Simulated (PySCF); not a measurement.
A calculated (revPBE, PySCF 2.14, x2c-TZVPPall with one added diffuse shell each of s, p, d, f type, scalar relativity by spin-free X2C-1e) atom or ion has these occupied shells.

| shell | electrons | orbital energy (eV) | rms radius, mean of both spins (bohr) |
| --- | --- | --- | --- |
| 1s α | 1 | -9547.7 | 0.0580 |
| 1s β | 1 | -9547.6 | 0.0580 |
| 2s α | 1 | -1188.4 | 0.245 |
| 2s β | 1 | -1187.7 | 0.245 |
| 2p α | 3 | -1034.0 | 0.219 |
| 2p β | 3 | -1033.4 | 0.219 |
| 3s α | 1 | -159.00 | 0.728 |
| 3s β | 1 | -157.57 | 0.728 |
| 3p α | 3 | -112.97 | 0.767 |
| 3p β | 3 | -111.54 | 0.767 |
| 3d α | 5 | -38.791 | 0.946 |
| 3d β | 4 | -37.377 | 0.946 |
| 4s α | 1 | -25.943 | 2.33 |

(1) Name the element and its charge.

Results:

(1) Zn²⁺ (zinc, charge +2), in [Ar] 3d9 4s1, high-spin 3D determinant (an excited configuration).
